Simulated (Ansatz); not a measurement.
CH5ClGeOS, SMILES `O[CH](Cl)[GeH2][SH]`. Total charge 0; spin multiplicity 1.

```xyz
10

O     0.223    1.111    1.180
C     0.773    0.591    0.030
Cl    1.184    1.890   -1.175
Ge   -0.560   -0.599   -0.822
S    -1.028   -2.250    0.586
H     0.891    1.607    1.665
H     1.721    0.078    0.205
H     0.053   -1.256   -2.063
H    -1.799    0.242   -1.150
H    -1.458   -1.414    1.545
```

Task: List the harmonic frequencies (cm⁻¹, unscaled) at PBE0-D4/def2-TZVP in Ansatz. (Best estimate.)

Result: Ansatz gave: 46, 83, 172, 198, 250, 338, 410, 422, 454, 563, 655, 716, 736, 796, 852, 1119, 1158, 1264, 1395, 2170, 2190, 2711, 3084, 3813.

Task: Is this a minimum?

Result: Yes, all 24 modes are real.

Task: Give the ideal-gas thermochemistry at 298.15 K and 1 bar (rigid rotor, harmonic oscillator; point group C1, symmetry number 1).

Result: Zero-point energy 153.1 kJ/mol; H(298) − E = 176.7 kJ/mol; entropy 380.8 J/(mol·K), of which translation 173.1, rotation 120.3, vibration 87.4; G(298) − E = 63.2 kJ/mol. Modes under 100 cm⁻¹ are hindered rotations or soft bends, so the harmonic entropy is rough.

Task: And at 400, 500, 600, 800 and 1000 K?

Result: 
```
T (K)  H − E (kJ/mol)  S (J/mol/K)  G − E (kJ/mol)
  400           190.0        419.0            22.4
  500           204.7        451.7           -21.2
  600           220.6        480.7           -67.8
  800           255.1        530.3          -169.1
 1000           292.4        571.8          -279.4
```
